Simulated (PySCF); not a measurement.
A calculated (wB97X, PySCF 2.14, aug-pcseg-3, the non-relativistic Hamiltonian (point nucleus)) atom or ion has these occupied shells.

```tsv
shell	electrons	orbital energy (eV)	rms radius, mean of both spins (bohr)
1s α	1	-13142.6	0.0506
1s β	1	-13142.4	0.0506
2s α	1	-1711.3	0.210
2s β	1	-1711.2	0.210
2p α	3	-1542.8	0.185
2p β	3	-1542.7	0.185
3s α	1	-251.00	0.602
3s β	1	-250.82	0.602
3p α	3	-191.82	0.615
3p β	3	-191.59	0.615
3d α	5	-86.364	0.653
3d β	5	-86.156	0.653
4s α	1	-35.762	1.79
4s β	1	-32.917	1.79
4p α	3	-22.169	2.10
4p β	1	-20.384	2.10
```

Question: Name the element and its charge.

Answer: Br⁺ (bromine, charge +1), in [Ar] 3d10 4s2 4p4, high-spin 3P determinant.
